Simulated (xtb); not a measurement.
NbO2Cl, SMILES [Nb](=[O])([Cl])=[O], multiplicity 1. All values are semi-empirical tight-binding results from xtb (GFN2-xTB unless named), good for trends rather than for accurate numbers. The structure is a stationary point at GFN2-xTB. The spin state was assumed, not searched.

Optimised geometry:

```xyz
4

Nb     0.3986     0.2789     0.0000
O      0.9001    -0.5823    -1.3908
O      0.9001    -0.5823     1.3908
Cl    -1.8085    -0.1245     0.0000
```

For metal compounds this method's bond lengths and energies can be far off.

**Question.** Estimate the properties. (Estimate from the structure and the level; the computed values follow.)

**Answer.** 
* **point group as xtb finds it**: Cs
* **orbital gap**: 1.83 eV
* **zero-point energy**: 3.5 kcal/mol
* **G − E(el) at 298.15 K (modified RRHO)**: -15.3 kcal/mol

Computed atomic charges and the Wiberg bond orders between heavy atoms:
charges (e) Nb1 0.41, O2 -0.26, O3 -0.26, Cl4 0.11. Bond orders Nb1–O2 2.34, Nb1–O3 2.34, Nb1–Cl4 1.54.
